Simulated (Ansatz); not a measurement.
`SB[CH2][GaH2]` and `CBS` differ in one atom or group.

Ansatz, PBE0-D4/def2-TZVP geometries, multiplicity 1. Each molecule was computed in one conformer, which needn't be the lowest. `SB[CH2][GaH2]` holds a close contact that its SMILES doesn't draw: Ga···S 2.64 Å.

Scalar relativity is left out up to krypton.

```json
{"property": "HOMO energy (PBE0/def2-TZVPP) / eV", "`SB[CH2][GaH2]`": "-7.53"}
{"property": "ideal-gas entropy at 298 K and 1 bar (rigid rotor, harmonic PBE0-D4/def2-TZVP) / J/(mol·K)", "`SB[CH2][GaH2]`": "332"}
{"property": "HOMO–LUMO gap (PBE0/def2-TZVPP) / eV", "`SB[CH2][GaH2]`": "6.51"}
{"property": "LUMO energy (ωB97M-V/def2-TZVPP) / eV", "`SB[CH2][GaH2]`": "0.79"}
{"property": "size of the dipole moment (B3LYP/def2-TZVPP) / D", "`SB[CH2][GaH2]`": "0.64"}
{"property": "HOMO–LUMO gap (ωB97M-V/def2-TZVPP) / eV", "`SB[CH2][GaH2]`": "10.41"}
```

Give the same properties after the change, and the shifts. (Estimate.)

Computed: 
```csv
property,`CBS`,shift
HOMO energy (PBE0/def2-TZVPP) / eV,-8.10,-0.57
"ideal-gas entropy at 298 K and 1 bar (rigid rotor, harmonic PBE0-D4/def2-TZVP) / J/(mol·K)",286,-46
HOMO–LUMO gap (PBE0/def2-TZVPP) / eV,7.34,0.83
LUMO energy (ωB97M-V/def2-TZVPP) / eV,1.23,0.44
size of the dipole moment (B3LYP/def2-TZVPP) / D,0.53,-0.11
HOMO–LUMO gap (ωB97M-V/def2-TZVPP) / eV,11.52,1.11
```

With PBE0 the HOMO falls by 0.57 eV and the LUMO rises by 0.26 eV, so the gap widens by about 0.83 eV. PBE moves the HOMO by -0.47 eV and ωB97M-V by -0.66 eV. The zero-point energy changes by -12.1 kJ/mol with -6 modes. Dipoles are sizes alone; their direction can turn.

Positive LUMOs are unbound, so they and the gaps depend on the basis.

B3LYP here is the variant with VWN-RPA as its local correlation; programs differ in this.
